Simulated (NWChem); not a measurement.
System: C5H3Cl; SMILES ClC=C=CC#C

Excerpt of the output:

```
             Northwest Computational Chemistry Package (NWChem) 7.3.0
             --------------------------------------------------------

                             Geometry "geometry" -> ""
                             -------------------------

 Output coordinates in angstroms (scale by  1.889725989 to convert to a.u.)

  No.       Tag          Charge          X              Y              Z
 ---- ---------------- ---------- -------------- -------------- --------------
    1 C                    6.0000     0.83138700     3.34040600    -0.18674100
    2 C                    6.0000     0.12005700     2.38110600     0.08985800
    3 C                    6.0000    -0.72965000     1.29352500     0.44022600
    4 C                    6.0000    -0.63868200     0.06573400    -0.06480400
    5 C                    6.0000    -0.56738900    -1.14751100    -0.56191200
    6 Cl                  17.0000     0.40130600    -2.42517700     0.14442900
    7 H                    1.0000     1.46573100     4.17903900    -0.43754200
    8 H                    1.0000    -1.52270000     1.50029900     1.18793400
    9 H                    1.0000    -1.11263000    -1.45977000    -1.46817900

 Effective nuclear repulsion energy (a.u.)     207.8441488413

                              NWChem Property Module
                              ----------------------

  itol2e modified to match energy
  convergence criterion.

                                 NWChem DFT Module
                                 -----------------

 Summary of "ao basis" -> "ao basis" (spherical)
 ------------------------------------------------------------------------------
       Tag                 Description            Shells   Functions and Types
 ---------------- ------------------------------  ------  ---------------------
 C                         def2-tzvp                11       31   5s3p2d1f
 Cl                        def2-tzvp                13       37   5s5p2d1f
 H                         def2-tzvp                 4        6   3s1p

  itol2e modified to match energy
  convergence criterion.

            General Information
            -------------------
          SCF calculation type: DFT
          Wavefunction type:  closed shell.
          No. of atoms     :     9
          No. of electrons :    50
           Alpha electrons :    25
            Beta electrons :    25
          Charge           :     0
          Spin multiplicity:     1
          Use of symmetry is: off; symmetry adaption is: off
          Maximum number of iterations: 150
          AO basis - number of functions:   210
                     number of shells:    80
          Convergence on energy requested:  1.00D-07
          Convergence on density requested:  1.00D-05
          Convergence on gradient requested:  5.00D-04

              XC Information
              --------------
                         B3LYP Method XC Potential
                     Hartree-Fock (Exact) Exchange  0.200
                        Slater Exchange Functional  0.800 local
                    Becke 1988 Exchange Functional  0.720 non-local
              Lee-Yang-Parr Correlation Functional  0.810
                  VWN I RPA Correlation Functional  0.190 local

             Grid Information
             ----------------
          Grid used for XC integration:  fine
          Radial quadrature: Mura-Knowles
          Angular quadrature: Lebedev.
          Tag              B.-S. Rad. Rad. Pts. Rad. Cut. Ang. Pts.
          ---              ---------- --------- --------- ---------
          C                   0.70       70          14.0       590
          Cl                  1.00      123          15.0       770
          H                   0.35       60          15.0       590
          Grid pruning is: on
          Number of quadrature shells:   653
          Spatial weights used:  Erf1

      Superposition of Atomic Density Guess
      -------------------------------------

 Sum of atomic energies:        -649.33375721

      Non-variational initial energy
      ------------------------------

[...]

          -----------------------
          Electric field gradient
          -----------------------

 1 a.u. = 0.324123 10**(16) esu/cm**3  ( or statvolts/cm**2 ) = 0.97174 10**(22) v/m**2

 ------------------------------------------------------------
   Atom      X         Y         Z
 ------------------------------------------------------------
    1 C    1.57109   6.31245  -0.35289
 ------------------------------------------------------------

 Electric field gradient in molecular frame (a.u.)
         XX             YY             ZZ             XY             XZ             YZ
 ------------------------------------------------------------------------------------------
        0.003885       0.121632      -0.125516       0.195402      -0.073451      -0.070334

 Principal components (a.u.) and orientation
 of principal axis w.r.t. absolute frame                      Asymmetry parameter eta
 --------------------------------------------------------------------------------------
        0.291011      -0.162549      -0.128462                       0.117134

        0.587214       0.600601       0.542639
        0.774757      -0.222933      -0.591653
       -0.234375       0.767840      -0.596229

 ------------------------------------------------------------
   Atom      X         Y         Z
 ------------------------------------------------------------
    2 C    0.22687   4.49964   0.16981
 ------------------------------------------------------------

 Electric field gradient in molecular frame (a.u.)
         XX             YY             ZZ             XY             XZ             YZ
 ------------------------------------------------------------------------------------------
        0.004154       0.119148      -0.123302       0.201006      -0.059419      -0.079325

 Principal components (a.u.) and orientation
 of principal axis w.r.t. absolute frame                      Asymmetry parameter eta
 --------------------------------------------------------------------------------------
        0.294244      -0.147549      -0.146695                       0.002902

        0.585665       0.679436       0.441999
        0.776955      -0.625949      -0.067292
       -0.230948      -0.382824       0.894488

 ------------------------------------------------------------
   Atom      X         Y         Z
 ------------------------------------------------------------
    3 C   -1.37884   2.44441   0.83191
 ------------------------------------------------------------

 Electric field gradient in molecular frame (a.u.)
         XX             YY             ZZ             XY             XZ             YZ
 ------------------------------------------------------------------------------------------
       -0.025731       0.063870      -0.038139      -0.013705      -0.123467       0.080737

 Principal components (a.u.) and orientation
 of principal axis w.r.t. absolute frame                      Asymmetry parameter eta
 --------------------------------------------------------------------------------------
       -0.166802       0.148062       0.018740                       0.775301

        0.629639       0.474250       0.615339
       -0.223060      -0.648348       0.727935
        0.744177      -0.595593      -0.302439

 ------------------------------------------------------------
   Atom      X         Y         Z
 ------------------------------------------------------------
    4 C   -1.20693   0.12422  -0.12246
 ------------------------------------------------------------

 Electric field gradient in molecular frame (a.u.)
         XX             YY             ZZ             XY             XZ             YZ
 ------------------------------------------------------------------------------------------
       -0.199326       0.326700      -0.127374      -0.015181      -0.044172       0.217666

 Principal components (a.u.) and orientation
 of principal axis w.r.t. absolute frame                      Asymmetry parameter eta
 --------------------------------------------------------------------------------------
        0.415709      -0.243824      -0.171885                       0.173053

       -0.049784       0.633791       0.771900
        0.925665      -0.260944       0.273957
        0.375054       0.728160      -0.573688

 ------------------------------------------------------------
   Atom      X         Y         Z
 ------------------------------------------------------------
    5 C   -1.07221  -2.16848  -1.06186
 ------------------------------------------------------------

 Electric field gradient in molecular frame (a.u.)
         XX             YY             ZZ             XY             XZ             YZ
 ------------------------------------------------------------------------------------------
       -0.077312       0.007363       0.069948       0.165283      -0.030578       0.223986

 Principal components (a.u.) and orientation
 of principal axis w.r.t. absolute frame                      Asymmetry parameter eta
 --------------------------------------------------------------------------------------
       -0.291652       0.287563       0.004089                       0.971961

        0.581657       0.256541       0.771921
       -0.668583       0.691301       0.274043
        0.463326       0.675492      -0.573619

 ------------------------------------------------------------
   Atom      X         Y         Z
 ------------------------------------------------------------
    6 Cl   0.75836  -4.58292   0.27293
 ------------------------------------------------------------

 Electric field gradient in molecular frame (a.u.)
         XX             YY             ZZ             XY             XZ             YZ
 ------------------------------------------------------------------------------------------
        0.110641      -1.279245       1.168603       2.526266      -1.201416       1.926784

[...]
```

Level: B3LYP/def2-TZVP. Structure relaxed at the PBE-D3(BJ)/def2-SVP level. NWChem prints the field gradient with the sign opposite to the second derivative of the potential.

Reconstruct the input file.

Several could match; the one computed here: the input that was run:
```
start job
memory heap 200 mb stack 900 mb global 1100 mb
geometry units angstroms noautosym nocenter noautoz
  C      0.831387     3.340406    -0.186741
  C      0.120057     2.381106     0.089858
  C     -0.729650     1.293525     0.440226
  C     -0.638682     0.065734    -0.064804
  C     -0.567389    -1.147511    -0.561912
  Cl     0.401306    -2.425177     0.144429
  H      1.465731     4.179039    -0.437542
  H     -1.522700     1.500299     1.187934
  H     -1.112630    -1.459770    -1.468179
end
basis spherical
  * library def2-tzvp
end
dft
  xc b3lyp
  iterations 150
  semidirect filesize 400000000
end
property
  efieldgrad
end
task dft property
```
